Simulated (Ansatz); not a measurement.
A structure drawn as `CC(C)C[SiH2]CC(C)C`, with this starting geometry:

```xyz
29

C     2.3767    1.2313   -1.8589
C     1.5983   -0.0690   -2.2063
C     2.5971   -1.2226   -2.5039
C     0.6821   -0.3920   -0.9963
Si   -0.8750    0.5710   -0.8046
C    -1.9659   -0.1120    0.5643
C    -1.3373   -0.2042    1.9989
C    -2.2013   -1.0727    2.8865
C    -1.2088    1.1609    2.6447
H     2.9485    1.1446   -1.0063
H     3.0311    1.4498   -2.7552
H     1.6863    2.1030   -1.8012
H     1.0054    0.0654   -3.1718
H     2.0387   -2.1350   -2.7550
H     3.2154   -1.4093   -1.5910
H     3.2251   -0.9213   -3.3323
H     0.3272   -1.4581   -1.1963
H     1.2148   -0.4393   -0.1152
H    -0.5354    1.9760   -0.4840
H    -1.6957    0.5540   -2.1107
H    -2.8766    0.4565    0.6017
H    -2.2399   -1.1344    0.2844
H    -0.3123   -0.6628    1.8964
H    -2.3018   -2.1101    2.4370
H    -1.7726   -1.1983    3.9134
H    -3.2282   -0.6793    2.9554
H    -2.1543    1.6546    2.7476
H    -0.4959    1.8101    2.0905
H    -0.7459    1.0430    3.6681
```

Charge 0, multiplicity 1.

Question: Does it keep its bonds when Ansatz relaxes it at PBE-D4/def2-SVP and then PBE0-D4/def2-TZVP?

Answer: Yes, every drawn bond is still there and no new one forms.

Question: Give the relaxed structure. (Best estimate.)

Answer: Computed: 
Z-matrix (Å, degrees):
```
C
C 1 1.522
H 1 1.093 2 111.1
H 1 1.095 2 110.6 3 -119.5
H 1 1.093 2 112.0 3 120.6
C 2 1.531 1 111.7 3 179.3
C 2 1.522 1 110.6 3 55.4
H 2 1.098 1 107.8 3 -62.3
Si 6 1.881 2 116.4 1 62.5
H 6 1.098 2 109.4 1 -61.2
H 6 1.098 2 109.4 1 -176.5
H 7 1.093 2 111.3 1 -178.2
H 7 1.094 2 111.4 1 -57.6
H 7 1.095 2 110.6 1 62.1
C 9 1.881 6 110.5 2 165.8
H 9 1.491 6 111.0 2 -71.0
H 9 1.493 6 109.0 2 46.3
C 15 1.531 9 116.2 6 50.4
H 15 1.098 9 108.4 6 174.3
H 15 1.097 9 107.0 6 -72.1
C 18 1.522 15 111.8 9 61.5
C 18 1.523 15 110.8 9 -174.7
H 18 1.098 15 108.0 9 -57.0
H 21 1.095 18 110.6 15 60.0
H 21 1.093 18 111.1 15 179.6
H 21 1.093 18 112.1 15 -59.8
H 22 1.093 18 111.3 15 57.3
H 22 1.095 18 110.5 15 -62.3
H 22 1.094 18 111.4 15 177.9
```
No frequency check was run.

Atoms count as bonded under 1.1 times the sum of their covalent radii (H–H under 0.85 Å, pairs among N, O and F under 1.55 Å), and a drawn bond as lost past 1.3 times.
